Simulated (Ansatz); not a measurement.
H3O3Si, SMILES `O[Si](O)O` radical. The species carries charge 0 and has multiplicity 2.

Cartesian coordinates in Å:
```
O 0.6075 1.1443 0.7530
Si -0.0296 -0.3382 0.4189
O 0.8890 -1.2525 -0.5817
O -1.4397 -0.0613 -0.3762
H 1.3667 1.1706 1.3383
H 0.5744 -1.3399 -1.4858
H -1.9683 0.6770 -0.0665
```

Task: List the harmonic frequencies (cm⁻¹, unscaled) at PBE0-D4/def2-TZVP in Ansatz. (Estimate.)

Result: The calculation gave: 99, 206, 232, 287, 325, 388, 773, 805, 817, 827, 939, 966, 3874, 3910, 3915.

Task: Is this a minimum?

Result: Yes, all 15 modes are real.

Task: Give the ideal-gas thermochemistry at 298.15 K and 1 bar (rigid rotor, harmonic oscillator; point group C1, symmetry number 1).

Result: Zero-point energy 109.8 kJ/mol; H(298) − E = 128.5 kJ/mol; entropy 324.3 J/(mol·K), of which translation 163.4, rotation 104.0, vibration 51.2, electronic 5.8; G(298) − E = 31.8 kJ/mol. Modes under 100 cm⁻¹ are hindered rotations or soft bends, so the harmonic entropy is rough.

Task: Rotational constants (cm⁻¹)?

Result: 0.2546, 0.2275, 0.1321.
